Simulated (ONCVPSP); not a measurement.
# praseodymium: variants of one ONCV potential

Base potential:

ONCVPSP 4.0.1 input, shortened (lines: element, Z, core and valence counts, functional; n l f; lmax; l rc ep ncon nbas qcut; lloc lpopt rc5 dvloc0; l nproj debl; icmod fcfact rcfact), LDA (Perdew-Wang 92), scalar-relativistic:

```
  Pr 59.00    9    4  -001012      upf
    1    0    2.00
    2    0    2.00
    2    1    6.00
    3    0    2.00
    3    1    6.00
    3    2   10.00
    4    0    2.00
    4    1    6.00
    4    2   10.00
    4    3    3.00
    5    0    2.00
    5    1    6.00
    6    0    2.00
    3
    0    2.90    0.00    4    8    4.40
    1    2.40    0.00    4    8    6.50
    2    2.20    0.07    3    6    5.00
    3    1.35    0.00    4    9   13.60
    4    4    1.10    1.00
    0    2    2.10
    1    2    2.20
    2    2    3.80
    3    2    1.50
    1    0.75    0.00
```

In the d channel the program set the typed energies aside and used 0.050, 3.850 Ha.

Cutoffs, loose and tight: the cutoffs (Ha) at which the residual kinetic energy of the hardest occupied pseudo-wave falls to 1 and 0.1 mHa per electron. They do not see the model core or the augmentation charge, which bear on the density cutoff. Test errors are all-electron minus pseudo excitation energies from the reference, over the configurations 4f3 5s2 5p6 6s1; 4f3 5s2 5p6 6s0; 4f2 5s2 5p6 6s0; 4f3 5s2 5p6 6s0 6p1. A dash means not determined; rows that change the core or the reference have their own tests.

A true bound ghost makes a file unfit for plane-wave use even where its test errors are small: the radial tests pick states by their node count and pass the ghost by.

| change | outcome | cutoff, loose | cutoff, tight | bound ghosts | GHOST(+) flags above zero | largest test error (meV) |
| --- | --- | --- | --- | --- | --- | --- |
| base | generated, projector energies reset by the program | 73 Ha | 88 Ha | s | none | tests left out (the all-electron energies of this program are off by 10 to 40 meV for near-neutral 4f atoms) |
| local potential polynomial inside 1.10 bohr (lpopt 4, dvloc0 -2.5 Ha) | generated, projector energies reset by the program | 73 Ha | 88 Ha | s | p | tests left out (the all-electron energies of this program are off by 10 to 40 meV for near-neutral 4f atoms) |
| local potential polynomial inside 1.10 bohr (lpopt 4, dvloc0 -1.5 Ha) | generated, projector energies reset by the program | 73 Ha | 88 Ha | s | p | tests left out (the all-electron energies of this program are off by 10 to 40 meV for near-neutral 4f atoms) |
| local potential polynomial inside 1.10 bohr (lpopt 4, dvloc0 0 Ha) | generated, projector energies reset by the program | 73 Ha | 88 Ha | s | p | tests left out (the all-electron energies of this program are off by 10 to 40 meV for near-neutral 4f atoms) |
| local potential polynomial inside 1.10 bohr (lpopt 4, dvloc0 1.5 Ha) | generated, projector energies reset by the program | 73 Ha | 88 Ha | s | p | tests left out (the all-electron energies of this program are off by 10 to 40 meV for near-neutral 4f atoms) |
| local potential polynomial inside 1.10 bohr (lpopt 4, dvloc0 3 Ha) | generated, projector energies reset by the program | 73 Ha | 88 Ha | none | s, p | tests left out (the all-electron energies of this program are off by 10 to 40 meV for near-neutral 4f atoms) |
| local potential polynomial inside 1.10 bohr (lpopt 4, dvloc0 4 Ha) | generated, projector energies reset by the program | 73 Ha | 88 Ha | none | s, p | tests left out (the all-electron energies of this program are off by 10 to 40 meV for near-neutral 4f atoms) |
| local potential polynomial inside 1.10 bohr (lpopt 4, dvloc0 6 Ha) | generated, projector energies reset by the program | 73 Ha | 88 Ha | none | s | tests left out (the all-electron energies of this program are off by 10 to 40 meV for near-neutral 4f atoms) |
| local potential polynomial inside 1.10 bohr (lpopt 4, dvloc0 7 Ha) | generated, projector energies reset by the program | 73 Ha | 88 Ha | none | s | tests left out (the all-electron energies of this program are off by 10 to 40 meV for near-neutral 4f atoms) |
| local potential polynomial inside 1.10 bohr (lpopt 4, dvloc0 8 Ha) | generated, projector energies reset by the program | 73 Ha | 88 Ha | none | s | tests left out (the all-electron energies of this program are off by 10 to 40 meV for near-neutral 4f atoms) |
| local potential polynomial inside 1.10 bohr (lpopt 4, dvloc0 9.5 Ha) | generated, projector energies reset by the program | 73 Ha | 88 Ha | none | none | tests left out (the all-electron energies of this program are off by 10 to 40 meV for near-neutral 4f atoms) |

Reading the sweep of the dvloc0 (base included, trends over the rows without a ghost): The loose cutoff stays near 73 Ha. Bound ghosts are found at -2.5, -1.5, 0, 1, 1.5 Ha.
